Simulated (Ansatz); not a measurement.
Relaxation of Cl$_{3}$FGeH$_{2}$S (8 atoms, charge 0, multiplicity 1), to a largest force component of 0.03 eV/Å in at most 50 steps.

Level of theory: RKS revPBE-D4/def2-SVP in Ansatz 0.2.0.

```xyz
8
Properties=species:S:1:pos:R:3
Ge 0.163 0.070 -0.040
Cl 0.313 0.070 2.156
F 1.833 -0.013 -0.547
Cl -0.594 1.887 -0.887
Cl -0.722 -1.737 -0.803
S -3.085 0.205 1.122
H -3.257 -0.944 0.411
H -2.210 -0.410 2.001
```

Q: Where does it end, and by what steps?

A: It converged. The force dipped under the threshold on the way, but the program's further checks kept it going. After 22 steps the energy has fallen by 0.080 eV; H8 moved furthest, 0.76 Å.

```tsv
step	energy less start (eV)	largest force component (eV/Å)	accepted
0	0.0000	0.550	yes
1	-0.0543	0.265	yes
2	-0.0651	0.162	yes
3	-0.0678	0.463	yes
4	-0.0729	0.111	yes
5	-0.0739	0.046	yes
6	-0.0743	0.059	yes
7	-0.0747	0.006	yes
8	-0.0749	0.111	yes
9	-0.0752	0.048	yes
10	-0.0756	0.004	yes
11	-0.0646	0.728	no
12	-0.0762	0.055	yes
13	-0.0749	0.333	no
14	-0.0767	0.068	yes
15	-0.0770	0.102	yes
16	-0.0774	0.168	yes
17	-0.0779	0.124	yes
18	-0.0786	0.029	yes
19	-0.0795	0.086	yes
20	-0.0797	0.115	yes
21	-0.0800	0.075	yes
22	-0.0802	0.007	yes
```

```xyz
8
Properties=species:S:1:pos:R:3
Ge 0.336 0.086 -0.041
Cl 0.579 0.327 2.077
F 1.950 0.011 -0.705
Cl -0.620 1.753 -0.990
Cl -0.585 -1.790 -0.555
S -3.035 0.190 1.372
H -3.473 -0.472 0.267
H -2.711 -0.979 1.988
```

Whether the end is a true minimum wasn't checked by a vibrational analysis.

The run took 38 s on 4 threads of Arm Neoverse V1, with other jobs on the host, peak memory 0.21 GiB.
